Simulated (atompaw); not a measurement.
u(r) = r·R(r): atom against pseudo-atom (Os)

Columns: radius, all-electron u(r) and pseudo u(r) of the 6p shell (level -1.24 eV) of osmium in the configuration [Kr] 4d10 4f14 5s2 5p6 5d6.5 6s1.5 6p0; LDA (PW92), scalar-relativistic, PAW (atompaw) scheme, atompaw 4.2.0.5.

```csv
r (bohr),all-electron,pseudo
0.081,-0.0099,-0.0017
0.162,-0.0717,-0.0067
0.242,0.0309,-0.0145
0.323,0.1090,-0.0249
0.404,0.1055,-0.0369
0.485,0.0478,-0.0497
0.565,-0.0269,-0.0622
0.646,-0.0968,-0.0737
0.727,-0.1497,-0.0830
0.808,-0.1819,-0.0892
0.888,-0.1946,-0.0915
0.969,-0.1907,-0.0893
1.050,-0.1737,-0.0821
1.131,-0.1468,-0.0697
1.212,-0.1130,-0.0521
1.292,-0.0754,-0.0299
1.373,-0.0348,-0.0031
1.454,0.0067,0.0272
1.535,0.0481,0.0603
1.615,0.0881,0.0946
1.696,0.1271,0.1301
1.777,0.1642,0.1654
1.858,0.1992,0.1996
1.938,0.2317,0.2317
2.019,0.2621,0.2621
2.100,0.2903,0.2903
```

Q: How many radial nodes do the two functions have?

A: The all-electron 6p function has n − l − 1 = 4 (the table is too coarse to show those close to the nucleus); the pseudo-wave has 1, since 1 lower shell of the same l stays in the valence.

Q: Is the pseudo-wave norm-conserving?

A: No, it belongs to a PAW set: the norm inside the radius is not constrained, and the difference is carried by the augmentation charge.
